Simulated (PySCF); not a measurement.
Ligands exchanged one at a time, Si OH-SH. Gas-phase values, no solvent. One relaxed conformer stands for each flexible species; it need not be the lowest. Strings in code marks are SMILES.

The numbers are results of ωB97X-D3(BJ)/def2-TZVP (PySCF), not measurements. Excitations are Tamm–Dancoff values on a coarser integration grid. The basis has no diffuse functions, so Rydberg states are missing or too high.

```csv
species,T1 excitation (TDA) (eV),S1 excitation (TDA) (eV)
0 of 4 OH replaced by SH (`O[Si](O)(O)O`),(withheld),8.60
1 of 4 OH replaced by SH,(withheld),6.52
2 of 4 OH replaced by SH (`O[Si](O)(S)S`),5.84,6.32
3 of 4 OH replaced by SH (`O[Si](S)(S)S`),5.77,6.22
4 of 4 OH replaced by SH (`S[Si](S)(S)S`),5.73,6.17
```

Q: Complete the blanks.

A: 
- 0 of 4 OH replaced by SH (`O[Si](O)(O)O`), T1 excitation (TDA) (eV): 8.19
- 1 of 4 OH replaced by SH, T1 excitation (TDA) (eV): 6.02
